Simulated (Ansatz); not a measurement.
System: sum formula H$_{5}$SiN$_{2}$O$_{2}$, charge 0, multiplicity 2. It need not be the lowest isomer of its formula. 
Coordinates optimised at B3LYP-D3(BJ)/def2-TZVP (Ansatz, an electronic-structure program):
```
Si
O 1 1.6341
H 2 0.9605 1 116.95
O 1 1.6504 2 104.52 3 -30.31
H 4 0.9597 1 118.50 2 -169.95
N 1 1.7022 2 106.64 3 -154.05
H 6 1.0051 1 123.11 2 -137.41
H 6 1.0071 7 112.51 1 -161.61
N 1 1.7427 2 112.31 3 85.59
H 9 1.0217 1 115.88 2 164.25
```
Charge 0, spin multiplicity 2.

Wanted: atomisation energy (electronic, to ground-state atoms), in kJ/mol. Cores are frozen in the correlated levels unless marked. UHF or UKS for open shells. No spin-orbit coupling. No relativistic terms. The coupled-cluster limit lacks core correlation, which all-electron functionals hold. Basis-set limits of correlation are two-point, X^-3; Hartree-Fock from the larger set.

| level | program | atomisation energy (kJ/mol) | minus last row |
|---|---|---|---|
| HF/cc-pV(T+d)Z | Ansatz | 2484.0 | -1239.4 |
| BLYP-D3(BJ)/def2-TZVPD | Ansatz + dftd3 | 3732.9 | 9.5 |
| r2SCAN/def2-TZVPD | Ansatz | 3696.5 | -26.9 |
| PBE0/def2-TZVP | Ansatz | 3648.4 | -75.0 |
| r2SCAN0-D4/def2-TZVPD | Ansatz + dftd4 | 3611.1 | -112.3 |
| HSE06-D4/def2-TZVPD | Ansatz + dftd4 | 3676.2 | -47.2 |
| MP2/cc-pV(D+d)Z | Ansatz | 3324.4 | -399.0 |
| MP2/cc-pV(T+d)Z | Ansatz | 3655.6 | -67.8 |
| CCSD(T)/STO-3G | Ansatz | 2766.5 | -956.9 |
| CCSD(T)/CBS(cc-pV(T+d)Z,cc-pV(Q+d)Z) | Ansatz | 3723.4 | 0.0 |
